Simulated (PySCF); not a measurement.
# Electron correlation in V²⁺ (vanadium, charge +2)

[Ar] 3d3, high-spin 4F determinant. Computed with PySCF 2.14 in ANO-RCC-VTZP (6s5p3d2f1g, 59 functions), with scalar relativity by spin-free X2C-1e. Frozen: [Ar]; 3 electrons correlated.

| level | correlation energy (mhartree) |
| --- | --- |
| CCSD | -21.75 |
| (T) | -0.08 |
| CCSD(T) | -21.83 |

Diagnostics: T1 = 0.0030, D1 = 0.0043, largest double amplitude 0.023.

Cost of the coupled-cluster step: of the order of 1.1 core-seconds, for 3 correlated electrons.

Iterations:

```
CC2 = 0
CCSD nocc = (np.int64(3), np.int64(0)), nmo = (50, 50)
frozen orbitals [[0, 1, 2, 3, 4, 5, 6, 7, 8], [0, 1, 2, 3, 4, 5, 6, 7, 8]]
max_cycle = 100
direct = 0
conv_tol = 1e-08
conv_tol_normt = 1e-06
diis_space = 8
diis_start_cycle = 0
Init t2, MP2 energy = -0.0184276256980576
Init E_corr(UCCSD) = -0.0184276256983041
cycle = 1  E_corr(UCCSD) = -0.0211317562239512  dE = -0.00270413053  norm(t1,t2) = 0.0115939
cycle = 2  E_corr(UCCSD) = -0.021602876644319  dE = -0.00047112042  norm(t1,t2) = 0.00364645
cycle = 3  E_corr(UCCSD) = -0.0217681980793949  dE = -0.000165321435  norm(t1,t2) = 0.00161744
cycle = 4  E_corr(UCCSD) = -0.0217498573975372  dE = 1.83406819e-05  norm(t1,t2) = 0.000443393
cycle = 5  E_corr(UCCSD) = -0.0217549729399368  dE = -5.1155424e-06  norm(t1,t2) = 9.2098e-05
cycle = 6  E_corr(UCCSD) = -0.0217549258945325  dE = 4.70454042e-08  norm(t1,t2) = 3.11566e-06
cycle = 7  E_corr(UCCSD) = -0.0217549327371601  dE = -6.84262753e-09  norm(t1,t2) = 5.5333e-07
UCCSD converged
E(UCCSD) = -947.4533115581273  E_corr = -0.02175493273716006
UCCSD(T) correction = -7.98236343170244e-05
```
